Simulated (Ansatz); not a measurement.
A ladder of methods for GeH3O (SMILES [O][GeH3])

GeH3O has 5 atoms, charge 0, and is taken as a doublet. SMILES: `[O][GeH3]`. The shape is that of a PBE0-D4/def2-TZVP optimisation.

```
atom    x (Å)    y (Å)    z (Å)
   O  -1.4439   0.4186   0.7773
  Ge   0.0723  -0.0563  -0.0569
   H  -0.1622  -0.0912  -1.5747
   H   0.5480  -1.4181   0.4715
   H   1.0357   1.0734   0.3414
```

Each level gives the energy change with the O1–Ge2 bond stretched from 1.795 to 2.692 Å (eV). The values are calculated.

```
           level                    kind  program  value (eV)  less FCI/STO-3G
      UHF/STO-3G            Hartree–Fock   Ansatz        1.89            -0.34
     UPBE/STO-3G                     GGA   Ansatz        3.15            +0.92
 U-r2SCAN/STO-3G                meta-GGA   Ansatz        3.17            +0.94
    UPBE0/STO-3G           global hybrid   Ansatz        3.11            +0.88
   UHSE06/STO-3G  range-separated hybrid   Ansatz        3.11            +0.88
  UB2PLYP/STO-3G           double hybrid   Ansatz        2.95            +0.72
     UMP2/STO-3G     perturbation theory   Ansatz        2.38            +0.15
UCCSDT(Q)/STO-3G   coupled cluster or CI   Ansatz        2.23             0.00
      FCI/STO-3G      exact in the basis   Ansatz        2.23             0.00
```

FCI/STO-3G is exact within its basis and frozen core, so for wave-function methods in that basis the difference is their error; functionals converge differently with the basis, so for them it is only a difference. All-electron rows without a relativistic Hamiltonian named are non-relativistic. The first shape isn't each level's own minimum. The values span 1.89 to 3.17 eV. Spin contamination of the reference (⟨S²⟩ at least 0.1 too high) touches UHF/STO-3G, UPBE/STO-3G, U-r2SCAN/STO-3G, UPBE0/STO-3G, UHSE06/STO-3G, UB2PLYP/STO-3G, UMP2/STO-3G, UCCSDT(Q)/STO-3G. All rows use very small basis sets, so none should be taken for the real molecule's value. In the correlated wave-function rows the outer d shell of Ge is correlated, in sets not made for it.
